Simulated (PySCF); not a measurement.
Ge(H)2 cation (GeH2), SMILES [GeH2] (connectivity only; charge and spin as stated), charge +1, multiplicity 2.

Geometry: ωB97X-D3(BJ)/def2-TZVPD. The spin state was assumed, not searched. The isomer is the one that the SMILES or the coordinates give; other isomers of the formula were not compared.

All values below come from TDA-PBE/def2-TZVPD (PySCF).

Vertical excitations. Isolated molecule, no solvent.

Computed UV-visible absorptions:
| state | energy (eV) | λ (nm) | f | main pairs |
|---|---|---|---|---|
| root 1 | 2.02 | 614 | 0.005 | α HOMO→LUMO 100 % |
| root 2 | 4.22 | 294 | 0.013 | β HOMO→LUMO 96 % |
| root 3 | 4.62 | 268 | 0.000 | α HOMO−1→LUMO 46 %, β HOMO→LUMO+1 53 % |
| root 4 | 5.26 | 235 | 0.000 | α HOMO−1→LUMO 53 %, β HOMO→LUMO+1 47 % |
| root 5 | 6.32 | 196 | 0.012 | α HOMO→LUMO+1 98 % |
| root 6 | 7.69 | 161 | 0.082 | α HOMO→LUMO+2 85 %, β HOMO→LUMO+2 14 % |
| root 7 | 8.52 | 145 | 0.008 | α HOMO−1→LUMO+1 50 %, β HOMO→LUMO+2 44 % |
| root 8 | 8.78 | 141 | 0.015 | α HOMO→LUMO+3 42 %, β HOMO−1→LUMO 45 % |
| root 9 | 8.82 | 141 | 0.000 | α HOMO−2→LUMO 40 %, β HOMO−1→LUMO+1 55 % |
| root 10 | 8.83 | 140 | 0.137 | α HOMO→LUMO+3 57 %, β HOMO−1→LUMO 30 % |
Unrestricted roots are not spin-pure.
